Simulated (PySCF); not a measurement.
Molecule: TMS-CHF2 (SMILES C[Si](C)(C)C(F)F).

Atom-mapped SMILES (the numbers label the heavy atoms): `[CH3:1][Si:2]([CH3:3])([CH3:4])[CH:5]([F:6])[F:7]`. Hydrogens are named by the atom that carries them.

Geometry PBE0-D3(BJ)/def2-SVP throughout; GIAO in PySCF 2.14, gas phase, one conformer, non-relativistic; equivalent atoms averaged; functional PBE0.

Task: How do the shifts δ (against TMS, CFCl3 at the same level) depend on the basis set? (ppm; last column core-seconds on shared hosts with different chips, so compare them loosely)

Result: 
```tsv
basis set	functions	C5	C1/C3/C4	Si2	F6/F7	H(C5)	H(C1)/H(C3)/H(C4)	core-s
STO-3G	49	87.4	-1.5	-18.2	-119.4	2.92	0.09	4.4
pcSseg-0	87	131.6	-5.4	3.7	-177.4	6.21	0.16	9.6
6-31G	87	120.6	-5.0	5.1	-162.7	6.16	0.10	9
6-31G*	122	117.4	-4.7	3.1	-149.6	5.98	0.07	13
cc-pVDZ	152	121.0	-4.8	0.1	-145.0	5.69	0.07	22
def2-SVP	152	119.4	-5.0	3.1	-138.4	5.46	0.07	20
pcSseg-1	176	125.5	-5.4	-1.5	-158.6	5.82	0.12	21
aug-cc-pVDZ	255	120.2	-5.4	-0.8	-146.8	5.98	0.12	50
6-311+G(2d,p)	257	123.6	-5.3	-1.9	-157.8	5.87	0.11	41
def2-TZVP	283	125.8	-5.4	-2.5	-154.5	5.79	0.10	66
```

Task: Which nucleus moves most, in ppm?

Result: F6/F7 (fluorine of a CF2 group): from -177.4 ppm with pcSseg-0 to -119.4 ppm with STO-3G. The smallest spread is 0.09 ppm, at H(C1)/H(C3)/H(C4). Proton shifts span only some 12 ppm, so a few tenths of a ppm matter as much there as several ppm in carbon.

Task: Taking the largest basis, def2-TZVP (283 functions), as the yardstick, rank the others by their worst heavy-atom deviation.

Result: 6-311+G(2d,p) 3.3 ppm (257 functions), pcSseg-1 4.1 ppm (176 functions), aug-cc-pVDZ 7.7 ppm (255 functions), 6-31G 8.2 ppm (87 functions), 6-31G* 8.4 ppm (122 functions), cc-pVDZ 9.5 ppm (152 functions), def2-SVP 16.1 ppm (152 functions), pcSseg-0 22.9 ppm (87 functions), STO-3G 38.5 ppm (49 functions).

A small basis that lands close on one nucleus may do so by chance; judge by the trend and by all nuclei.
